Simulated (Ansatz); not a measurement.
## Ligand redistribution between two centres

Start structure (BSiH4ClF2, closed shell), relaxed at PBE0-D4/def2-TZVP:

B1  (-1.681, 0.023, -1.232)
Cl2  (-0.390, 0.059, -2.402)
F3  (-2.036, -1.108, -0.674)
F4  (-2.324, 1.120, -0.920)
Si5  (1.293, -0.022, 1.045)
H6  (-0.064, 0.581, 0.945)
H7  (2.245, 0.793, 0.252)
H8  (1.705, -0.039, 2.470)
H9  (1.250, -1.407, 0.516)
(Å)

The step: BClF₂ ([F][B]([F])[Cl]) + SiH₄ → SiH₃Cl ([SiH3][Cl]) + BHF₂ ([F][BH][F]); bonds formed: B1–H6, Cl2–Si5; bonds broken: B1–Cl2, Si5–H6. Program: Ansatz 0.2.0. Basis: def2-TZVPP and def2-QZVPP. Cores are frozen in the correlated methods. Extrapolation: Hartree–Fock as exp(−7.88 √X), correlation as X^−2.97. Energies below are by CCSD(T) at an estimated basis limit (MP2 extrapolated from triple and quadruple zeta, plus CCSD(T) − MP2 in triple zeta).

Question: What are the electronic barrier and the energy of the step, from the start structure to the end structure? (An estimate is asked for; the value comes from the calculation.)

Answer: The calculation gives: Barrier 117.4 kJ/mol; step energy -25.5 kJ/mol (downhill); reverse barrier, their difference, 143.0 kJ/mol. Barrier and step energy count from the start structure, the reverse barrier from the end structure.

The saddle point: One imaginary mode of 354i cm⁻¹.
```
   pair  start (Å)  saddle (Å)  end (Å)
  B1–H6       2.77        1.32     1.19
Cl2–Si5       3.84        2.42     2.06
 B1–Cl2       1.74        1.94     3.14
 Si5–H6       1.49        1.70     4.46
```

Zero-point energy (harmonic, PBE0-D4): ZPE is 112.5 kJ/mol at the start and 119.4 kJ/mol at the saddle, so the barrier goes from 117.4 to 124.3 kJ/mol.

T1 diagnostic: at most 0.013.

Ligand swaps between two centres remove the fluorinated layer in thermal atomic layer etching, and scramble precursors in the gas phase.

Labels in which every atom is bracketed show which atoms are joined, not bond orders.

For scale, one of the runs: CCSD(T)/def2-TZVPP, 233 basis functions, launched by `ansatz run in.yaml --threads 4 --pin off --events-out ev --progress --plain --max-ram 9574MiB`. Time: 2.2 min of wall clock on 4 CPU threads of an Intel Xeon; the host was shared. Peak host memory: 4.1 GiB.
